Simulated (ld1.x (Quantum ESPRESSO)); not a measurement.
Ranking TM potentials for calcium (Ca)

All share these settings but for the change named:

| Property | Result |
| --- | --- |
| Element | calcium |
| Generator | ld1.x (Quantum ESPRESSO) 7.5 |
| Type | norm-conserving Troullier–Martins (Kleinman–Bylander form) |
| Functional | PBEsol |
| Relativity | scalar-relativistic |
| Frozen core | [Ne] 3s2 |
| Valence charge | 8 |
| Reference configuration | 3p6 3d0 4s1.75 4p0 (charge +0.25) |
| Partial waves | 4s (bound): rc 3.70 bohr; 3p (bound): rc 1.70 bohr; 3d (bound, empty): rc 2.65 bohr |
| Local potential | all-electron potential smoothed inside 2.85 bohr (lloc = -1) |
| Core correction | Bessel-smoothed model core, default radius (core density twice the valence density) |

Test errors are all-electron minus pseudo excitation energies from the reference, over 3p6 3d0 4s2 4p0; 3p6 3d0 4s1 4p0; 3p6 3d0 4s0 4p0; 3p6 3d1 4s0 4p0; 3p6 3d1 4s1 4p0; 3p6 3d0 4s1.5 4p0; 3p6 3d0.5 4s1.5 4p0. None of these files shows a bound ghost.

The base gives 24.7 meV.

Of 8 variants that were run, those that failed, showed a ghost or another fault, or gave nearly equal values are left out.

Problem. Rank these variants by their largest absolute test error, smallest first.
A. wave 4s (bound): rc 3.70 bohr becomes 4s (bound): rc 3.78 bohr
B. wave 4s (bound): rc 3.70 bohr becomes 4s (bound): rc 5.04 bohr
C. wave 4s (bound): rc 3.70 bohr becomes 4s (bound): rc 2.38 bohr
D. wave 4s (bound): rc 3.70 bohr becomes 4s (bound): rc 4.14 bohr
E. wave 4s (bound): rc 3.70 bohr becomes 4s (bound): rc 3.34 bohr

Solution. C (8.2 meV), A (20.4 meV), E (37.8 meV), D (53.3 meV), B (195.2 meV).
